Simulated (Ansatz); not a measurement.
Computed with Ansatz on PBE0-D4/def2-TZVP structures; ΔE is electronic, products minus reactants. CCSD(T)/CBS adds triple-zeta CCSD(T) − MP2 to the extrapolated MP2 energy (def2 sets, frozen cores). This one scheme is used for every species, atoms too. Functionals use def2-TZVPP. B3LYP here is the variant with VWN-RPA as its local correlation; programs differ in this. HSE06 is defined as in plane-wave codes. Open shells (•) are unrestricted, without spin–orbit coupling. Spin–orbit coupling would lower the free atoms: a little for C, O; strongly for Sn. Elements past krypton have def2 core potentials. For Sn outer-core shells are correlated without core-valence functions, so the limit isn't a true one: a few kJ/mol of doubt a bond, and 10 to 20 or more in all where bonds break to atoms.

`O=[CH][SnH3]` → C• + 4 H• + O• + Sn•  (atomization)

`O=[CH][SnH3]`:

Cartesian coordinates in Å:
```
O 0.816 -1.895 0.808
C 0.882 -0.704 0.709
Sn -0.582 0.462 -0.468
H 1.703 -0.149 1.222
H 0.245 1.320 -1.691
H -1.709 -0.619 -1.141
H -1.355 1.586 0.561
```

```json
{"level": "LDA (SPW92)", "ΔE (kJ/mol)": "2509.0", "difference from CCSD(T)/CBS": "345.8"}
{"level": "PBE-D4", "ΔE (kJ/mol)": "2198.7", "difference from CCSD(T)/CBS": "35.5"}
{"level": "revPBE-D4", "ΔE (kJ/mol)": "2138.6", "difference from CCSD(T)/CBS": "-24.6"}
{"level": "BLYP-D4", "ΔE (kJ/mol)": "2163.3", "difference from CCSD(T)/CBS": "0.1"}
{"level": "r2SCAN-D4", "ΔE (kJ/mol)": "2153.6", "difference from CCSD(T)/CBS": "-9.6"}
{"level": "B97M-V", "ΔE (kJ/mol)": "2184.4", "difference from CCSD(T)/CBS": "21.2"}
{"level": "PBE0-D4", "ΔE (kJ/mol)": "2135.7", "difference from CCSD(T)/CBS": "-27.5"}
{"level": "B3LYP-D4", "ΔE (kJ/mol)": "2149.4", "difference from CCSD(T)/CBS": "-13.8"}
{"level": "r2SCANh-D4", "ΔE (kJ/mol)": "2130.6", "difference from CCSD(T)/CBS": "-32.6"}
{"level": "r2SCAN0-D4", "ΔE (kJ/mol)": "2097.8", "difference from CCSD(T)/CBS": "-65.4"}
{"level": "HSE06-D4", "ΔE (kJ/mol)": "2136.5", "difference from CCSD(T)/CBS": "-26.7"}
{"level": "BHLYP-D4", "ΔE (kJ/mol)": "2060.6", "difference from CCSD(T)/CBS": "-102.6"}
{"level": "CAM-B3LYP-D4", "ΔE (kJ/mol)": "2160.4", "difference from CCSD(T)/CBS": "-2.8"}
{"level": "ωB97X-V", "ΔE (kJ/mol)": "2168.3", "difference from CCSD(T)/CBS": "5.1"}
{"level": "ωB97M-V", "ΔE (kJ/mol)": "2154.2", "difference from CCSD(T)/CBS": "-9.0"}
{"level": "B2PLYP", "ΔE (kJ/mol)": "2123.0", "difference from CCSD(T)/CBS": "-40.2"}
{"level": "PBE-QIDH", "ΔE (kJ/mol)": "2112.3", "difference from CCSD(T)/CBS": "-50.9"}
{"level": "PBE", "ΔE (kJ/mol)": "2187.9", "difference from CCSD(T)/CBS": "24.7"}
{"level": "revPBE", "ΔE (kJ/mol)": "2107.6", "difference from CCSD(T)/CBS": "-55.6"}
{"level": "BLYP", "ΔE (kJ/mol)": "2139.6", "difference from CCSD(T)/CBS": "-23.6"}
{"level": "PBE0", "ΔE (kJ/mol)": "2126.6", "difference from CCSD(T)/CBS": "-36.6"}
{"level": "B3LYP", "ΔE (kJ/mol)": "2131.8", "difference from CCSD(T)/CBS": "-31.4"}
{"level": "r2SCAN0", "ΔE (kJ/mol)": "2094.8", "difference from CCSD(T)/CBS": "-68.4"}
{"level": "HSE06", "ΔE (kJ/mol)": "2127.9", "difference from CCSD(T)/CBS": "-35.3"}
{"level": "BHLYP", "ΔE (kJ/mol)": "2046.2", "difference from CCSD(T)/CBS": "-117.0"}
{"level": "CAM-B3LYP", "ΔE (kJ/mol)": "2151.1", "difference from CCSD(T)/CBS": "-12.1"}
{"level": "LC-ωPBE", "ΔE (kJ/mol)": "2136.7", "difference from CCSD(T)/CBS": "-26.5"}
{"level": "HF/def2-SVP", "ΔE (kJ/mol)": "1449.2", "difference from CCSD(T)/CBS": "-714.0"}
{"level": "MP2/def2-SVP", "ΔE (kJ/mol)": "2031.3", "difference from CCSD(T)/CBS": "-131.9"}
{"level": "CCSD/def2-SVP", "ΔE (kJ/mol)": "1991.7", "difference from CCSD(T)/CBS": "-171.5"}
{"level": "HF/def2-TZVPP", "ΔE (kJ/mol)": "1450.4", "difference from CCSD(T)/CBS": "-712.8"}
{"level": "MP2/def2-TZVPP", "ΔE (kJ/mol)": "2109.4", "difference from CCSD(T)/CBS": "-53.8"}
{"level": "SCS-MP2/def2-TZVPP", "ΔE (kJ/mol)": "2112.0", "difference from CCSD(T)/CBS": "-51.2"}
{"level": "CCSD/def2-TZVPP", "ΔE (kJ/mol)": "2063.7", "difference from CCSD(T)/CBS": "-99.5"}
{"level": "HF/def2-QZVPP", "ΔE (kJ/mol)": "1454.3", "difference from CCSD(T)/CBS": "-708.9"}
{"level": "MP2/def2-QZVPP", "ΔE (kJ/mol)": "2143.6", "difference from CCSD(T)/CBS": "-19.6"}
{"level": "SCS-MP2/def2-QZVPP", "ΔE (kJ/mol)": "2152.3", "difference from CCSD(T)/CBS": "-10.9"}
{"level": "HF/CBS(def2)", "ΔE (kJ/mol)": "1454.9", "difference from CCSD(T)/CBS": "-708.3"}
{"level": "MP2/CBS(def2)", "ΔE (kJ/mol)": "2166.6", "difference from CCSD(T)/CBS": "3.4"}
{"level": "CCSD/CBS(def2)", "ΔE (kJ/mol)": "2120.9", "difference from CCSD(T)/CBS": "-42.3"}
{"level": "CCSD(T)/CBS", "ΔE (kJ/mol)": "2163.2", "difference from CCSD(T)/CBS": "0"}
```

Largest T1 diagnostic among the species: 0.016.

Leaving LDA and LC-ωPBE aside and taking each functional with its dispersion term where it has one, the values spread over 138.2 kJ/mol, from BHLYP-D4 to PBE-D4. LDA lies +321.1 kJ/mol from PBE without D4, its usual overbinding. From PBE to PBE0 (25 % exact exchange), in def2-TZVPP and without D4, ΔE moves by −61.3 kJ/mol: exact exchange takes away binding that semilocal exchange gives to molecules. At CCSD(T), def2-SVP lies −141.7 kJ/mol from the extrapolated value and def2-TZVPP −57.2 kJ/mol: correlation converges slowly with the basis, and small sets miss more of it in the bonded molecule than in its fragments.

For atomizations the MP2-based limit and the directly extrapolated one differ by several kJ/mol either way, and by 10 to 25 for some Ge, Se and Sn compounds, so smaller differences from it don't rank the levels.
